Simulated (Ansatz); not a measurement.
Program: Ansatz. Geometries: PBE0-D4/def2-TZVP. ΔE: electronic, gas phase. CCSD(T)/CBS is the MP2 limit (def2-TZVPP, def2-QZVPP) plus CCSD(T) − MP2 in def2-TZVPP, frozen cores. DFT in def2-TZVPP. def2 core potentials past Kr. For Br, Sn outer-core shells are correlated without core-valence functions, which leaves a few kJ/mol of doubt a bond. Scalar relativity is left out up to krypton. Each species was taken in one conformer, which may not be the lowest.

`N[SiH](O)Br` + `[SnH4]` → `N[SiH](O)[SnH3]` + HBr  (formal exchange of groups at the Si–Br bond)

`N[SiH](O)Br`:

Cartesian coordinates in Å:
```
N 0.091 -1.197 0.187
Si -0.202 0.477 0.215
O 1.040 1.310 -0.437
Br -2.096 0.728 -0.928
H -0.661 -1.852 0.055
H 0.875 -1.600 0.674
H -0.396 1.112 1.532
H 1.350 1.021 -1.299
```

`[SnH4]`:

```xyz
5

Sn    0.000    0.000    0.000
H     0.613   -1.031   -1.210
H    -1.015   -0.887    1.042
H    -0.891    1.258   -0.725
H     1.293    0.661    0.892
```

`N[SiH](O)[SnH3]`:

Cartesian coordinates in Å:
```
N -1.471 0.008 -1.230
Si -0.319 0.751 -0.218
O 0.849 1.526 -1.097
Sn 0.755 -1.076 1.240
H -2.201 0.553 -1.661
H -1.236 -0.797 -1.786
H -1.065 1.740 0.607
H 1.607 1.875 -0.624
H -0.206 -1.477 2.596
H 2.289 -0.592 1.832
H 0.999 -2.512 0.342
```

HBr:

```xyz
2

Br    0.209    0.631    0.251
H    -0.209   -0.631   -0.251
```

CCSD(T)/CBS gives +22.4 kcal/mol.

Question: Another level gave +20.2 kcal/mol. Which?
A. HF/def2-TZVPP
B. r2SCAN-D4/def2-TZVPP
C. PBE-D4/def2-TZVPP
D. PBE0-D4/def2-TZVPP

Answer: C. PBE-D4 20.2, PBE0-D4 21.9, r2SCAN-D4 23.3, HF/def2-TZVPP 27.4 kcal/mol.

Largest T1 diagnostic among the species: 0.013.

From PBE to PBE0 (25 % exact exchange), in def2-TZVPP and without D4, ΔE moves by +1.7 kcal/mol. In def2-TZVPP, CCSD(T) changes the Hartree–Fock value by −4.5 kcal/mol (the triples alone add −0.4 kcal/mol) and MP2 by −3.4 kcal/mol.
